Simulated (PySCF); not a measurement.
**Nonlinear optical response: SMILES [n]1([GeH3])c(SC)ccn1, C$_{4}$H$_{8}$GeN$_{2}$S**

Molfile (atoms numbered from 1):
```
C4H8GeN2S
     RDKit          3D

 16 16  0  0  0  0  0  0  0  0999 V2000
    2.7899   -0.0208    0.3073 C   0  0  0  0  0  0  0  0  0  0  0  0
    1.2870    0.9667    0.5642 S   0  0  0  0  0  0  0  0  0  0  0  0
    0.0674   -0.1885    0.0933 C   0  0  0  0  0  0  0  0  0  0  0  0
    0.0877   -1.5450   -0.1487 C   0  0  0  0  0  0  0  0  0  0  0  0
   -1.2417   -1.8459   -0.4777 C   0  0  0  0  0  0  0  0  0  0  0  0
   -2.0005   -0.7735   -0.4380 N   0  0  0  0  0  0  0  0  0  0  0  0
   -1.1973    0.2502   -0.0906 N   0  0  0  0  0  0  0  0  0  0  0  0
   -1.9529    1.9176    0.0372 Ge  0  0  0  0  0  4  0  0  0  0  0  0
    2.8168   -0.3723   -0.7196 H   0  0  0  0  0  0  0  0  0  0  0  0
    3.6292    0.6387    0.5021 H   0  0  0  0  0  0  0  0  0  0  0  0
    2.8006   -0.8540    1.0034 H   0  0  0  0  0  0  0  0  0  0  0  0
    0.9176   -2.2189   -0.0970 H   0  0  0  0  0  0  0  0  0  0  0  0
   -1.6573   -2.8003   -0.7367 H   0  0  0  0  0  0  0  0  0  0  0  0
   -1.7423    2.4042    1.4342 H   0  0  0  0  0  0  0  0  0  0  0  0
   -1.2435    2.8024   -0.9363 H   0  0  0  0  0  0  0  0  0  0  0  0
   -3.3685    1.6482   -0.3084 H   0  0  0  0  0  0  0  0  0  0  0  0
  1  2  1  0
  2  3  1  0
  3  4  2  0
  4  5  1  0
  5  6  2  0
  6  7  1  0
  7  8  1  0
  7  3  1  0
  1  9  1  0
  1 10  1  0
  1 11  1  0
  4 12  1  0
  5 13  1  0
  8 14  1  0
  8 15  1  0
  8 16  1  0
M  END
```

Computed, not measured: PySCF 2.14.0, quadratic response LC-wPBE/aug-pcseg-0 first hyperpolarisability, Taylor convention, gas phase. Geometry: GFN2-xTB.

The calculation is non-relativistic, which matters for the atoms heavier than Zn.

(1) What is the first hyperpolarisability, and how does it disperse?

(2) Which lowest excitations, dipole and polarisabilities go with it?

## Answers

(1) In 10⁻³⁰ esu, Taylor convention; the vector part is βᵢ = ⅓ Σⱼ (βᵢⱼⱼ + βⱼᵢⱼ + βⱼⱼᵢ); β∥ is 3/5 of the vector part along the dipole, the dipole points from − to +:
| process | λ (nm) | β vector norm | β∥ | β HRS | depolarisation ratio |
| --- | --- | --- | --- | --- | --- |
| static β(0;0,0) | ∞ | 1.01 | 0.60 | 0.61 | 2.45 |
| second harmonic β(−2ω;ω,ω) | 1064 | 1.23 | 0.73 | 0.71 | 2.56 |
| Pockels β(−ω;ω,0) | 1064 | 1.08 | 0.64 | – | – |

(2) S1 5.81 eV (f = 0.010); S2 6.54 eV (f = 0.197); S3 6.59 eV (f = 0.023); dipole 2.76 D; isotropic α 93.0 au static, 93.9 au at 1064 nm, 96.8 au at 532 nm.
